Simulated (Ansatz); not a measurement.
```yaml
crystal:
  periodic: [false, false, false]
  atoms:
    - {symbol: O, position_ang: [-0.916612, 0.999419, 0.484518]}
    - {symbol: Zr, position_ang: [0.296260, -0.350706, -0.039302]}
    - {symbol: F, position_ang: [1.949526, -0.080423, 0.846661]}
    - {symbol: F, position_ang: [-0.395055, -2.040336, 0.469128]}
    - {symbol: Br, position_ang: [0.638955, -0.281342, -2.527405]}
    - {symbol: H, position_ang: [-1.531073, 1.689390, 0.720201]}
basis:
  gaussian: {orbitals: STO-3G}
magnetization: {spin_polarized: true, initial_magnetization: 1}
hamiltonian: {xc: {name: BHLYP}, dispersion: d4}
output: {forces: true}
```

```sh
$ ansatz run in.yaml --threads 4 --pin off --events-out ev --progress --plain --max-ram 10444MiB
```

It prints (some lines left out):

```
Error: a molecule whose nuclei and cores have a total charge of 102 cannot have a net charge of 0 together with 1 unpaired electrons
```

(1) Something in this input is off. What?

Answers

(1) The number of unpaired electrons doesn't fit the electron count. The program refused the input.
